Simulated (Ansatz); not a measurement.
Born–Oppenheimer molecular dynamics of CH6BFSSi (11 atoms, charge 0, multiplicity 1). It starts from a relaxed structure.

All numbers below come from RKS PBE-D4/STO-3G (Ansatz 0.2.0).

```json
{
 "ensemble": "NVT, Nosé–Hoover chain",
 "time step": "1 fs",
 "steps asked": "309",
 "set temperature": "400 K",
 "thermostat": "time constant 300 fs, chain length 1",
 "seed": "736240"
}
```

Frames 2 fs apart, positions in Å, forces in eV/Å.

Velocities at 270.0 fs (Å/ps):

```
C 1.91 -8.76 -6.69
S 1.63 2.05 5.62
B -1.62 -8.17 -2.86
F -4.85 -1.39 -1.81
Si 0.48 4.18 -1.43
H -1.20 8.52 -3.46
H -14.41 7.73 3.53
H 9.59 7.81 -18.74
H 20.95 10.56 17.74
H -7.18 6.51 3.31
H 13.02 -4.61 3.08
```

```xyz
11
Properties=species:S:1:pos:R:3:forces:R:3 time_fs=270.0 energy_less_start_eV=0.223 T=300
C -1.712 -0.334 0.811 -0.24 1.22 -0.72
S -0.352 -1.504 1.104 0.66 -0.39 0.45
B 1.127 -0.871 0.267 -0.60 -0.04 0.02
F 2.250 -1.566 0.462 -0.03 -0.15 0.07
Si 1.152 0.729 -0.882 -0.43 -0.17 -1.29
H -1.692 0.059 -0.251 -0.47 -0.64 0.77
H -1.739 0.581 1.451 0.65 -0.29 0.08
H -2.654 -0.856 1.085 0.08 -0.09 -0.68
H 0.725 1.854 -0.136 -0.22 0.90 0.66
H 2.485 1.052 -1.389 -0.13 -0.10 -0.04
H 0.188 0.729 -2.034 0.73 -0.26 0.68
11
Properties=species:S:1:pos:R:3:forces:R:3 time_fs=272.0 energy_less_start_eV=0.187 T=332
C -1.709 -0.349 0.797 0.39 2.65 -0.07
S -0.348 -1.500 1.116 0.57 -0.55 0.44
B 1.122 -0.887 0.261 -0.85 0.62 -0.21
F 2.240 -1.569 0.459 0.41 -0.46 0.13
Si 1.153 0.737 -0.885 -0.40 0.18 0.18
H -1.702 0.064 -0.244 -0.23 -0.55 0.31
H -1.755 0.586 1.456 0.69 -1.05 -0.43
H -2.639 -0.845 1.037 -0.86 -0.75 -0.30
H 0.763 1.890 -0.090 -0.09 0.10 0.05
H 2.470 1.063 -1.383 0.26 -0.08 -0.19
H 0.226 0.716 -2.017 0.12 -0.11 0.09
11
Properties=species:S:1:pos:R:3:forces:R:3 time_fs=274.0 energy_less_start_eV=0.183 T=338
C -1.704 -0.355 0.782 -0.23 1.54 0.75
S -0.344 -1.496 1.128 0.41 -0.66 0.37
B 1.115 -0.901 0.254 -0.90 1.10 -0.37
F 2.231 -1.573 0.456 0.68 -0.63 0.16
Si 1.153 0.746 -0.889 0.07 0.60 1.77
H -1.722 0.048 -0.228 0.09 -0.04 -0.86
H -1.745 0.554 1.447 0.49 -0.62 -0.16
H -2.653 -0.861 0.976 -0.38 -0.52 -0.11
H 0.798 1.929 -0.042 0.00 -0.69 -0.59
H 2.464 1.071 -1.385 0.42 -0.09 -0.24
H 0.268 0.698 -1.998 -0.65 0.02 -0.73
11
Properties=species:S:1:pos:R:3:forces:R:3 time_fs=276.0 energy_less_start_eV=0.210 T=317
C -1.700 -0.358 0.770 -1.28 -0.65 0.02
S -0.339 -1.494 1.140 0.24 -0.71 0.24
B 1.104 -0.911 0.246 -0.65 1.29 -0.40
F 2.224 -1.578 0.453 0.67 -0.63 0.11
Si 1.153 0.755 -0.890 0.49 0.55 2.02
H -1.737 0.030 -0.241 0.37 0.20 -0.99
H -1.717 0.501 1.434 0.12 0.67 0.67
H -2.680 -0.896 0.910 0.75 0.19 0.09
H 0.832 1.943 -0.016 -0.07 -0.86 -0.80
H 2.473 1.076 -1.396 0.18 -0.18 -0.13
H 0.286 0.680 -2.004 -0.82 0.13 -0.83
11
Properties=species:S:1:pos:R:3:forces:R:3 time_fs=278.0 energy_less_start_eV=0.196 T=330
C -1.700 -0.361 0.757 -1.31 -1.02 -1.35
S -0.334 -1.492 1.153 0.09 -0.72 0.08
B 1.091 -0.917 0.237 -0.16 1.21 -0.31
F 2.218 -1.584 0.450 0.41 -0.44 0.01
Si 1.154 0.765 -0.888 0.44 -0.16 0.73
H -1.739 0.019 -0.289 0.58 0.02 0.23
H -1.684 0.470 1.444 -0.24 0.98 0.66
H -2.680 -0.925 0.849 0.91 0.46 0.40
H 0.864 1.927 -0.019 -0.28 -0.34 -0.50
H 2.490 1.073 -1.412 -0.19 -0.27 0.05
H 0.275 0.668 -2.039 -0.24 0.28 -0.01
11
Properties=species:S:1:pos:R:3:forces:R:3 time_fs=280.0 energy_less_start_eV=0.239 T=295
C -1.704 -0.368 0.741 -0.02 0.52 -1.00
S -0.328 -1.492 1.166 -0.06 -0.64 -0.10
B 1.078 -0.918 0.227 0.42 0.94 -0.11
F 2.212 -1.592 0.447 0.02 -0.16 -0.14
Si 1.156 0.775 -0.885 0.23 -1.28 -0.87
H -1.719 0.009 -0.329 0.59 -0.04 1.00
H -1.660 0.473 1.475 -0.56 -0.12 -0.54
H -2.649 -0.938 0.802 -0.08 0.06 0.63
H 0.885 1.898 -0.040 -0.52 0.60 0.17
H 2.499 1.061 -1.426 -0.37 -0.27 0.16
H 0.255 0.666 -2.075 0.35 0.40 0.80
11
Properties=species:S:1:pos:R:3:forces:R:3 time_fs=282.0 energy_less_start_eV=0.297 T=250
C -1.708 -0.373 0.721 1.27 1.24 0.26
S -0.323 -1.492 1.179 -0.20 -0.45 -0.29
B 1.066 -0.916 0.216 0.91 0.58 0.15
F 2.207 -1.599 0.444 -0.36 0.14 -0.30
Si 1.158 0.783 -0.884 -0.03 -1.91 -1.45
H -1.677 -0.002 -0.334 0.42 0.15 0.58
H -1.657 0.473 1.488 -0.71 -0.71 -1.22
H -2.620 -0.949 0.778 -1.01 -0.35 0.59
H 0.886 1.891 -0.055 -0.57 1.08 0.53
H 2.495 1.038 -1.435 -0.22 -0.18 0.14
H 0.247 0.680 -2.083 0.50 0.40 1.00
11
Properties=species:S:1:pos:R:3:forces:R:3 time_fs=284.0 energy_less_start_eV=0.188 T=340
C -1.708 -0.375 0.702 0.85 -0.24 1.20
S -0.318 -1.492 1.192 -0.30 -0.18 -0.44
B 1.057 -0.912 0.205 1.19 0.22 0.45
F 2.201 -1.607 0.440 -0.62 0.39 -0.43
Si 1.159 0.789 -0.884 -0.29 -1.37 -0.48
H -1.619 -0.007 -0.319 0.18 0.40 -0.50
H -1.681 0.449 1.458 -0.58 -0.08 -0.65
H -2.627 -0.971 0.777 -0.41 0.10 0.20
H 0.867 1.923 -0.052 -0.31 0.48 0.14
H 2.483 1.008 -1.438 0.14 -0.03 0.03
H 0.257 0.708 -2.053 0.15 0.31 0.48
11
Properties=species:S:1:pos:R:3:forces:R:3 time_fs=286.0 energy_less_start_eV=0.204 T=331
C -1.706 -0.378 0.686 0.06 -2.05 0.60
S -0.314 -1.493 1.204 -0.39 0.14 -0.56
B 1.052 -0.907 0.197 1.23 -0.07 0.74
F 2.193 -1.614 0.436 -0.70 0.54 -0.54
Si 1.161 0.793 -0.885 -0.25 -0.40 1.08
H -1.554 0.002 -0.321 -0.13 0.23 -0.64
H -1.726 0.424 1.404 -0.34 1.16 0.60
H -2.647 -0.989 0.782 0.55 0.67 -0.32
H 0.835 1.972 -0.045 0.09 -0.46 -0.44
H 2.476 0.978 -1.440 0.41 0.10 -0.06
H 0.273 0.749 -2.006 -0.52 0.16 -0.47
11
Properties=species:S:1:pos:R:3:forces:R:3 time_fs=288.0 energy_less_start_eV=0.248 T=295
C -1.703 -0.386 0.673 0.29 -1.20 0.05
S -0.309 -1.494 1.216 -0.46 0.42 -0.64
B 1.051 -0.903 0.191 1.02 -0.26 0.96
F 2.184 -1.619 0.430 -0.59 0.57 -0.59
Si 1.162 0.796 -0.884 -0.05 0.14 1.68
H -1.495 0.019 -0.344 -0.54 -0.32 0.24
H -1.785 0.439 1.369 -0.04 0.89 0.56
H -2.650 -0.984 0.776 0.52 0.46 -0.64
H 0.807 2.005 -0.053 0.38 -0.91 -0.62
H 2.484 0.951 -1.443 0.29 0.17 -0.02
H 0.269 0.795 -1.976 -0.82 0.04 -0.97
11
Properties=species:S:1:pos:R:3:forces:R:3 time_fs=290.0 energy_less_start_eV=0.243 T=300
C -1.699 -0.399 0.659 0.96 1.23 0.62
S -0.306 -1.494 1.226 -0.52 0.64 -0.69
B 1.055 -0.899 0.188 0.61 -0.29 1.08
F 2.174 -1.624 0.423 -0.29 0.48 -0.58
Si 1.163 0.799 -0.882 -0.21 0.03 0.68
H -1.455 0.024 -0.359 -0.73 -0.61 0.66
H -1.845 0.485 1.354 0.42 -0.60 -0.45
H -2.635 -0.962 0.747 -0.33 -0.30 -0.68
H 0.793 2.005 -0.083 0.45 -0.65 -0.30
H 2.503 0.930 -1.448 -0.10 0.19 0.11
H 0.236 0.844 -1.981 -0.27 -0.11 -0.45
11
Properties=species:S:1:pos:R:3:forces:R:3 time_fs=292.0 energy_less_start_eV=0.283 T=269
C -1.692 -0.407 0.648 0.79 1.91 1.29
S -0.303 -1.494 1.236 -0.57 0.78 -0.73
B 1.060 -0.896 0.189 0.06 -0.16 1.08
F 2.164 -1.628 0.415 0.16 0.27 -0.53
Si 1.163 0.803 -0.878 -0.48 -0.63 -0.89
H -1.442 0.008 -0.352 -0.48 -0.38 0.05
H -1.890 0.510 1.323 0.71 -1.24 -0.67
H -2.631 -0.951 0.692 -0.60 -0.66 -0.53
H 0.796 1.981 -0.125 0.28 0.19 0.38
H 2.518 0.916 -1.448 -0.40 0.20 0.20
H 0.193 0.888 -2.002 0.53 -0.30 0.36
```

Of the whole run (309 fs, mean temperature of the second half 236 K): The conserved energy stayed within 0.99 meV per atom of its start (net change 0.45 meV per atom), so the integration is sound. The mean temperature of the second half is 41 % below the set value. A run of 0.31 ps of so small a system gives no equilibrium averages. Limits of this set-up: minimal basis.

Time of the run: 7.1 min on 1 thread of Arm Neoverse V2 (shared host), peak memory 0.08 GiB.
